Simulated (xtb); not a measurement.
Si(H)(OH) (H₂OSi), SMILES O[SiH] (connectivity only; charge and spin as stated), neutral, multiplicity 1. All values are semi-empirical tight-binding results from xtb (GFN2-xTB unless named), good for trends rather than for accurate numbers. Geometry optimised at GFN2-xTB.

Question: Estimate the properties. (The exact figures need the calculation; the answer reports its results.)

Answer: 
- point group as xtb finds it: Cs
- orbital gap: 2.77 eV
- dipole moment: 1.96 D
- zero-point energy: 11.9 kcal/mol
- G − E(el) at 298.15 K (modified RRHO): -2.7 kcal/mol
- static polarisability (D4 model): 41.1 bohr³
- solvation energy, GFN2-xTB/ALPB(water): -1.2 kcal/mol
- solvation energy, GFN2-xTB/ALPB(hexane): 1.0 kcal/mol
